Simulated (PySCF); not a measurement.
Compound: C₇H₆N₂.
Numbering: `[CH2:1]=[N:2][C:3]1=[C:4]([C:5]#[N:6])[CH:7]=[CH:8][CH2:9]1` (hydrogens: H10, H11 on C1; H12 on C7; H13 on C8; H14, H15 on C9)

Level: CAM-B3LYP/def2-SVPD in PySCF, non-relativistic, on one gas-phase PBE0-D3(BJ)/def2-SVP geometry that isn't relaxed in the solvent. The solvent is an IEF-PCM continuum (van der Waals radii × 1.2). The model holds no explicit solvent molecules, cavitation or dispersion.

Gas phase at CAM-B3LYP/def2-SVPD: HOMO -7.80 eV, LUMO -1.07 eV, dipole 4.08 D.

**Question.** What does the continuum do to the energy, the frontier levels and the dipole at CAM-B3LYP/def2-SVPD in tetrahydrofuran and dichloromethane?

**Answer.** 
```tsv
solvent	ε	E(solvent) − E(gas) (kcal/mol)	polarisation term (kcal/mol)	distortion of the solute (kcal/mol)	HOMO (eV)	LUMO (eV)	dipole (D)
tetrahydrofuran	7.426	-6.80	-7.97	1.17	-7.68	-0.94	5.22
dichloromethane	8.93	-7.06	-8.34	1.28	-7.68	-0.94	5.26
```

The first energy column is the sum of the next two and covers electrostatics alone. From tetrahydrofuran to dichloromethane the lowering changes by a factor 1.04, Onsager's factor (ε − 1)/(2ε + 1) by 1.04 and ε itself by 1.2.

**Question.** Which radius a makes the point-dipole formula ΔE = −[(ε − 1)/(2ε + 1)]·μ²/a³ give the value in dichloromethane, with the gas-phase dipole?

**Answer.** μ = 1.605 au and |ΔE| = 0.01126 Eh give a = 2.42 Å; the farthest nucleus lies 3.61 Å from the centroid of the nuclei, so such a sphere wouldn't even hold the nuclei. The formula assumes a rigid point dipole at the centre of a sphere.

**Question.** How does the static polarisability (CAM-B3LYP/def2-SVPD, frozen core, with the continuum's full static response) change?

**Answer.** 
```json
{"medium": "gas", "isotropic (au)": "94.7", "principal values (au)": "58.5, 107.1, 118.4", "⟨r²⟩ of the electrons (bohr²)": "1114.4"}
{"medium": "tetrahydrofuran", "isotropic (au)": "124.5", "principal values (au)": "75.7, 142.3, 155.5", "⟨r²⟩ of the electrons (bohr²)": "1114.7"}
{"medium": "dichloromethane", "isotropic (au)": "126.0", "principal values (au)": "76.8, 143.9, 157.2", "⟨r²⟩ of the electrons (bohr²)": "1114.7"}
```

The isotropic value in dichloromethane is 1.33 times the gas-phase one; no cavity-field correction is applied. ⟨r²⟩ is taken about the centre of nuclear charge.

Conformer computed: `[CH2:1]=[N:2][C:3]1=[C:4]([C:5]#[N:6])[CH:7]=[CH:8][CH2:9]1`: C1–N2–C3–C4 -49°.
